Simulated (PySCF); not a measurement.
acetylene (C2H2), singlet, geometry from GFN2-xTB. Base run: BLYP/6-31G** in PySCF.

PySCF was given this input:
```python
from pyscf import gto, scf, dft

mol = gto.Mole()
mol.atom = '''
    C    -0.00000000   -0.00000000   -0.59686216
    C     0.00000000    0.00000000    0.59686216
    H     0.00000000    0.00000000    1.64657465
    H    -0.00000000   -0.00000000   -1.64657465
'''
mol.basis = '6-31g**'
mol.verbose = 3
mol.build()

mf = dft.RKS(mol)
mf.xc = 'blyp'
mf.kernel()
```

The base run was repeated with changes; each row names its change, and settings that it needs were set with it.

```tsv
change	ΔE vs base (µEh)	grid points	electrons on the grid
base	0.0	47856	14.00000
grids.becke_scheme = stratmann	-1.7	47856	14.00000
grids.radi_method = delley	0.0	50880	14.00000
grids.prune = off	0.0	75504	14.00000
grids.atom_grid = (99, 590)	-0.6	129096	14.00000
grids.level = 4	-0.6	88632	14.00000
grids.level = 5	-0.6	133040	14.00000
grids.level = 7	-0.6	273328	14.00000
grids.radi_method = mura_knowles	0.0	45264	14.00000
grids.prune = dft.gen_grid.sg1_prune	-2.4	21264	14.00001
grids.level = 2	0.0	33160	14.00000
```
